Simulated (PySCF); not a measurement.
A run for PySCF: R-HF/STO-3G on CH4O (SMILES CO).

```python
from pyscf import gto, scf, dft, mp
from pyscf.data.elements import chemcore

mol = gto.M(
    atom='''
    C    -0.06289605    0.09151950    0.18393658
    O    -0.99763197    0.34782817    1.23622151
    H    -0.10074025   -0.95065651   -0.14280775
    H     0.92528051    0.29589392    0.59031464
    H    -0.23885687    0.75136112   -0.66895246
    H    -1.88981927    0.16802778    0.92249143
    ''',
    basis='sto-3g',
    charge=0, spin=0, verbose=3, max_memory=1800)
mf = scf.RHF(mol)
mf.conv_tol = 1e-8
mf.max_cycle = 100
mf.kernel()
if not mf.converged:
    mf = mf.newton().run(mf.mo_coeff, mf.mo_occ)
```

Output:

```
converged SCF energy = -113.546712700653
```

Self-consistency was reached.

Cost: around 0.11 core-seconds (rough).
